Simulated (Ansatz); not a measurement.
A nudged elastic band was laid between two geometries of BClH2O + ClH (7 atoms, charge 0, multiplicity 1).

The calculation used RKS B3LYP-D4/cc-pVDZ in Ansatz 0.2.0.

```yaml
movable_images: 7
climbing_image: from the first iteration
spring: 5.0 eV/Å²
optimiser: fire
start_path: through a guess of the saddle point
force_threshold: 0.05 eV/Å
iteration_limit: 60
end_points: relaxed
```

Image 0:

```xyz
7
Properties=species:S:1:pos:R:3
B -0.110 -0.578 -0.051
O -0.373 0.249 0.993
H -1.147 -0.021 1.510
Cl 1.278 -0.181 -1.064
H -0.779 -1.544 -0.295
Cl 0.998 2.998 2.042
H 0.517 1.884 1.555
```

Image 8:

```xyz
7
Properties=species:S:1:pos:R:3
B -0.073 0.433 -0.006
O -0.209 -0.058 1.604
H -0.391 0.757 2.113
Cl 1.662 -0.037 -0.405
H -0.913 -0.184 -0.593
Cl -0.381 2.246 0.114
H 0.688 -0.350 1.864
```

(1) Which bonds break or form, and what moves?

(2) Give the energies along the band, and the barrier.

(3) What is the geometry of the highest image?

Answers

(1) Bonds broken: Cl6–H7. Bonds formed: B1–Cl6, O2–H7. BClH2O + ClH becomes BCl2H3O.

(2) The run converged. The highest image is number 4 of 0 to 8, 100.9 kJ/mol above the first end and 73.2 kJ/mol above the last; the last end lies 27.6 kJ/mol above the first. Another band between the same ends (7 images) ends at a top of the same energy, where a vibrational analysis finds 1 clearly imaginary mode. The orbitals stay closed-shell, which can raise the energy where a bond breaks towards radicals; this wasn't checked here.

```csv
image,path coordinate (Å),energy (kJ/mol),Cl6–H7 (Å),B1–Cl6 (Å),O2–H7 (Å)
0,0.00,0.0,1.31,4.29,1.95
1,0.82,1.7,1.31,4.00,1.92
2,1.65,6.1,1.31,3.62,1.99
3,2.49,17.6,1.31,3.07,1.94
4,3.32,100.9,1.56,2.28,1.24
5,4.01,39.3,2.26,1.88,0.98
6,4.70,33.4,2.70,1.85,0.98
7,5.39,29.7,3.02,1.85,0.98
8,6.08,27.6,3.31,1.84,0.98
```

(3) 
```xyz
7
Properties=species:S:1:pos:R:3
B 0.110 0.073 0.125
O 0.014 -0.032 1.617
H -0.902 -0.217 1.886
Cl 1.652 -0.495 -0.534
H -0.900 -0.032 -0.504
Cl 0.261 2.312 0.509
H 0.149 1.197 1.591
```

Time of the run: 15 min on 1 thread of AMD EPYC 7R43 64-Core Processor (Zen 3) (shared host), peak memory 0.17 GiB.
